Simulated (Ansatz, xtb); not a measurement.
# Two conformers of CH5GaSe

Structure I is `[CH3][GaH][SeH]`, a singlet and structure II is `[CH3][GaH][SeH]`, a singlet. Both are isolated molecules in the gas phase, relaxed with PBE0-D4/def2-SVP.

I (Å):

```
atom    x (Å)    y (Å)    z (Å)
   C  -1.1198  -0.3813  -1.6110
  Ga  -0.7684  -0.1005   0.2967
  Se   1.0734   1.2191   0.8450
   H  -1.0974  -1.4581  -1.8424
   H  -0.3850   0.1312  -2.2477
   H  -2.1262  -0.0128  -1.8660
   H  -1.6069  -0.6782   1.4876
   H   0.8600   1.0902   2.2942
```

II (Å):

```xyz
8

C    -3.0473   -1.6550    0.4139
Ga   -2.6145    0.1655    0.9994
Se   -0.6064    0.6038    2.0965
H    -3.2040   -1.6692   -0.6765
H    -3.9874   -1.9850    0.8840
H    -2.2549   -2.3732    0.6663
H    -3.5120    1.4349    0.8055
H    -0.1556   -0.7959    2.0401
```

Estimate which is lower in electronic energy at CCSD(T)/def2-SVP + ΔMP2/def2-TZVPP, and by roughly how much.

CCSD(T)/def2-SVP + ΔMP2/def2-TZVPP gives E(II) − E(I) = −0.06 kcal/mol, slightly favouring structure II, which is too small a margin to settle the true order.

How the difference moves with the method:

| level | geometry | E(II) − E(I) (kcal/mol) | departure from the last row (kcal/mol) | job, with rough time for the two |
| --- | --- | --- | --- | --- |
| PBE0-D4/def2-SVP | PBE0-D4/def2-SVP | +0.01 | +0.07 | optimisation, 3.3 min |
| HF/def2-SVP | PBE0-D4/def2-SVP | +0.08 | +0.14 | part of the CCSD(T) run |
| MP2/def2-SVP | PBE0-D4/def2-SVP | +0.01 | +0.06 | part of the CCSD(T) run |
| CCSD(T)/def2-SVP | PBE0-D4/def2-SVP | −0.03 | +0.03 | single point |
| CCSD(T)/def2-SVP + ΔMP2/def2-TZVPP | PBE0-D4/def2-SVP | −0.06 |  | single point, 33 s |

The largest departure from CCSD(T)/def2-SVP + ΔMP2/def2-TZVPP is that of HF/def2-SVP, 0.14 kcal/mol. Levels run at GFN2-xTB geometries aren't shown. The last row adds to CCSD(T) the change of the MP2 difference between the two basis sets, here −0.03 kcal/mol.

With harmonic frequencies from PBE0-D4/def2-SVP (ideal gas, rigid rotor, one conformer each, 298.15 K, 1 atm): on the last row, ΔE + ΔZPE = −0.07 kcal/mol. A mode under 50 cm⁻¹ makes harmonic enthalpies and free energies unreliable, so none is given.

The correlated steps freeze 19 core orbitals; the filled d shell of Ga and Se is correlated, in a basis made for valence electrons. Run with Ansatz 0.2.0; the last row on 2 threads of Arm Neoverse V1 on a shared host.
